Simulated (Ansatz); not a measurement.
```yaml
crystal:
  periodic: [false, false, false]
  atoms:
    - {symbol: N, position_ang: [-1.607283, 0.942441, -1.281227]}
    - {symbol: C, position_ang: [-0.653616, 0.165370, -0.681868]}
    - {symbol: F, position_ang: [-0.596681, -1.027978, -1.291379]}
    - {symbol: C, position_ang: [0.111486, 0.415449, 0.377714]}
    - {symbol: Ge, position_ang: [1.274003, -0.899033, 1.167596]}
    - {symbol: H, position_ang: [-1.592193, 1.914225, -1.021659]}
    - {symbol: H, position_ang: [-1.726619, 0.783536, -2.269484]}
    - {symbol: H, position_ang: [0.046514, 1.404634, 0.814343]}
    - {symbol: H, position_ang: [1.805307, -0.323166, 2.491282]}
    - {symbol: H, position_ang: [2.476380, -1.219127, 0.259451]}
    - {symbol: H, position_ang: [0.528204, -2.213350, 1.455732]}
basis:
  gaussian: {orbitals: ANO-RCC-VTZP, point_charges: [{charge: 1.00, position_ang: [5.640, -0.873, 0.911]}]}
magnetization: {spin_polarized: true, initial_magnetization: 8}
hamiltonian: {xc: {name: SVWN5}}
output: {forces: true}
```

```sh
$ ansatz run in.yaml --threads 4 --pin off --events-out ev --progress --plain --max-ram 10444MiB
```

It prints (some lines left out):

```
Functional definition: SVWN5
1669 factors; their error is unknown
mean field evaluation 1: about -63298.4050 eV, gradient 7.6e1 eV
mean field evaluation 2: about -63142.3699 eV, gradient 1.9e2 eV
mean field evaluation 4: about -63278.1331 eV, gradient 7.8e1 eV
mean field evaluation 8: about -63332.1620 eV, gradient 9.0e0 eV
mean field evaluation 16: about -63332.6790 eV, gradient 8.1e-2 eV
mean field evaluation 32: about -63332.6374 eV, gradient 6.4e-5 eV
mean field -63332.63742138 eV, -2327.4314968321 hartree, gradient 1.8e-5 eV, S^2 20.005564; 10 other end points of the search recorded, 0 dependent functions left out
reference -63332.63747795 eV, -2327.4314989112 hartree; 37, 29 occupied and 210, 218 virtual orbitals, 1669 factors
Total energy: -63332.63747795 eV, -2327.4314989112 hartree
Relativity: scalar
Atom 0 at    -1.607283     0.942441    -1.281227 Å, force    -0.443156     0.157498     0.383620 eV/Å
Atom 1 at    -0.653616     0.165370    -0.681868 Å, force    -2.438927    -2.735982    -4.167384 eV/Å
Atom 2 at    -0.596681    -1.027978    -1.291379 Å, force     0.066920    -0.324558    -0.280384 eV/Å
Atom 3 at     0.111486     0.415449     0.377714 Å, force     0.192022     2.750369     1.727621 eV/Å
Atom 4 at     1.274003    -0.899033     1.167596 Å, force    -0.725816    -0.163097    -2.564691 eV/Å
Atom 5 at    -1.592193     1.914225    -1.021659 Å, force    -0.438893     1.282751     0.527786 eV/Å
Atom 6 at    -1.726619     0.783536    -2.269484 Å, force    -0.185900    -0.105676    -1.401402 eV/Å
Atom 7 at     0.046514     1.404634     0.814343 Å, force     0.678231     1.125061     1.094988 eV/Å
Atom 8 at     1.805307    -0.323166     2.491282 Å, force     2.463938     1.792118     5.313805 eV/Å
Atom 9 at     2.476380    -1.219127     0.259451 Å, force     3.598026    -0.463324    -1.555926 eV/Å
Atom 10 at     0.528204    -2.213350     1.455732 Å, force    -2.096740    -3.216418     1.089318 eV/Å
Dipole moment:    -2.604442     0.860213    -0.627207 e Å
```

Problem. Something in this input is off. What?

Solution. The spin is set far too high for this molecule. Self-consistency was reached. The result belongs to that input, not to the molecule as meant.
